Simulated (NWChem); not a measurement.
C4H3Br; SMILES C#C/C=C\Br

```xyz
8

C      1.1523    -2.6704     0.0000
C      0.1244    -2.0246     0.0000
C     -1.0979    -1.3067     0.0000
C     -1.2379     0.0286     0.0000
Br     0.1817     1.2384     0.0000
H      2.0687    -3.2318     0.0000
H     -2.0223    -1.8965     0.0000
H     -2.2208     0.5028     0.0000
```
Atoms are numbered in this order, from 1.

All runs: NWChem. Geometry optimised at PBE0/def2-SVP; all other runs use it. This build's default masses of Se (78.918 u) and Br (79.917 u) are each other's, which moves their modes by up to 0.6 %.

```tsv
quantity	level	value
vertical, lowest state with f > 0.02, singlet (eV)	CAM-B3LYP/def2-SVPD, TDA	5.51
dipole in solution (D) in water	PBE0/def2-SVP, SMD	1.43
anisotropy (bohr³), static	CAM-B3LYP/def2-SVPD	46.1
vertical ionisation energy, ΔSCF (eV)	CAM-B3LYP/def2-SVP	9.06
dipole (D)	PBE0/def2-SVP	0.99
highest harmonic frequency (cm⁻¹)	PBE0/def2-SVP	3488
```
